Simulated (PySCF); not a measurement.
Structure problem from calculated spectra and properties.

Formula: C4H2F3N3.

* Polarisability: 65.6 au [CAM-B3LYP/def2-SVPD]
* 13C NMR: chemical shifts (computed TMS as zero) by class: 155.4 (1 C), 154.5 (1 C), 127.7 (1 C), 116.0 (1 C) ppm [GIAO B3LYP/pcSseg-1]
* NMR, other nuclei: isotropic shieldings of nuclei other than C and H, by class: -293 (1 N), -203 (1 N), -188 (1 N), 257 (3 F) ppm [GIAO B3LYP/pcSseg-1]
* Triplet: lowest triplet excitation (Tamm–Dancoff): 2.69 eV [TDA CAM-B3LYP/def2-SVPD]
* 1H NMR: chemical shifts (computed TMS as zero) by class: 9.18 (1 H), 7.28 (1 H) ppm [GIAO B3LYP/pcSseg-1]
* Valence photoelectron: vertical ionisation energy: 10.25 eV [ΔSCF CAM-B3LYP/def2-SVPD]
* Dipole: 4.54 D [CAM-B3LYP/def2-SVPD]
* Couplings: largest of the computed one-bond spin–spin couplings (means over like bonds): 19F–13C -342.4 (×3), 13C–1H +198.1, 13C–1H +184.5 Hz [B3LYP/pcJ-1, spin–dipole term left out for some pairs]
* Rotational structure: rotational constants A, B, C: 3.010, 0.985, 0.852 GHz [PBE0-D3(BJ)/def2-SVP]

The electronic properties come from PySCF, for the isolated species, density fitting. Levels stand in brackets. Geometry: PBE0-D3(BJ)/def2-SVP; no solvent, vibrations or thermal averaging. NMR values are class means; diastereotopic atoms form classes of their own.

Question: Give a SMILES that accounts for the data.

Answer: Numbering: `[F:1][C:2]([F:3])([F:4])[c:5]1[cH:6][cH:7][n:8][n:9][n:10]1`. Its formula, C4H2F3N3, gives 4 degrees of unsaturation: 1 ring and 3 π bonds in the structure found (Kekulé form). 4 carbons fall into 4 classes; from least to most shielded: substituted aromatic carbon [C5] (155.4 ppm), aromatic CH next to a ring nitrogen [C7] (154.5 ppm), CF3 carbon [C2] (127.7 ppm), aromatic CH carbon [C6] (116.0 ppm). Hydrogen classes from least to most shielded: 1 H on an aromatic CH next to a ring nitrogen, C7 (9.18 ppm), 1 H on an aromatic CH carbon, C6 (7.28 ppm). The other shieldings belong to: -293 ppm, pyridine-type nitrogen [N9]; -203 ppm, pyridine-type nitrogen [N8]; -188 ppm, pyridine-type nitrogen [N10]; 257 ppm, fluorine of a CF3 group [F1/F3/F4]. The couplings run between: -342.4 Hz, fluorine of a CF3 group [F1] and CF3 carbon [C2] (with 2 like pairs); +198.1 Hz, aromatic CH next to a ring nitrogen [C7] and its hydrogen; +184.5 Hz, aromatic CH carbon [C6] and its hydrogen. The first electron is taken from the HOMO, whose largest Löwdin shares are 0.47 on a pyridine-type nitrogen, 0.22 on a pyridine-type nitrogen, 0.18 on a pyridine-type nitrogen and 0.05 on the aromatic CH next to a ring nitrogen. The optimised geometry has point group Cs and is an asymmetric top. Structure: `FC(F)(F)c1ccnnn1`. The assignments are read from this structure; whether some other isomer fits the data as well wasn't checked.

The values belong to the conformer `[F:1][C:2]([F:3])([F:4])[c:5]1[cH:6][cH:7][n:8][n:9][n:10]1`: F1–C2–C5–C6 -119°.
